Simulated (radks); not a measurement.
Excited configurations of Yb2+: one electron is placed in a higher orbital outside [Xe] 4f13. The ground configuration is [Xe] 4f14. Method: scalar-relativistic Kohn-Sham, r2SCAN, spin-polarised, spherical densities, finite nucleus; open shells are filled with parallel spins first (spin-orbit coupling, left out, can overturn this in heavy ions); meta-GGA in the generalised Kohn-Sham scheme; Fermi nuclear charge, rms radius 5.3108 fm; computed with a radial shooting solver on a logarithmic mesh with Libxc functionals. Excitation = E - E(ground); binding = E(ion) - E, where the ion is the core of charge +3; n* = 3/sqrt(2 binding) in atomic units, and the quantum defect is n - n*.

| outer orbital | excitation (eV) | binding (eV) | n* | quantum defect | eigenvalue (eV) | <r> (bohr) |
|---|---|---|---|---|---|---|
| 5d | 6.355 | 19.775 | 2.488 | 2.512 | -15.195 | 2.242 |
| 5f | 18.455 | 7.676 | 3.994 | 1.006 | -6.159 | 5.875 |
| 6s | 5.455 | 20.676 | 2.434 | 3.566 | -17.942 | 3.105 |
| 6p | 10.709 | 15.421 | 2.818 | 3.182 | -13.220 | 3.828 |
| 6d | 16.524 | 9.606 | 3.570 | 2.430 | -8.023 | 5.561 |
| 7s | 15.756 | 10.374 | 3.436 | 3.564 | -9.013 | 6.060 |
| 7p | 17.740 | 8.390 | 3.820 | 3.180 | -7.266 | 7.183 |
| 7d | 20.256 | 5.874 | 4.566 | 2.434 | -5.011 | 9.669 |
| 7f | 22.574 | 3.557 | 5.868 | 1.132 | -3.028 | 15.48 |

The Delta-SCF ionisation energy is 26.130 eV (NIST Atomic Spectra Database: 25.05 eV, semi-empirical). Self-interaction in the functional shifts the binding energies and quantum defects, so they are the method's values and not measured ones. Open shells are spherical and high-spin; term and fine-structure splittings are not resolved. Spin-orbit splitting is averaged out at the scalar-relativistic level.
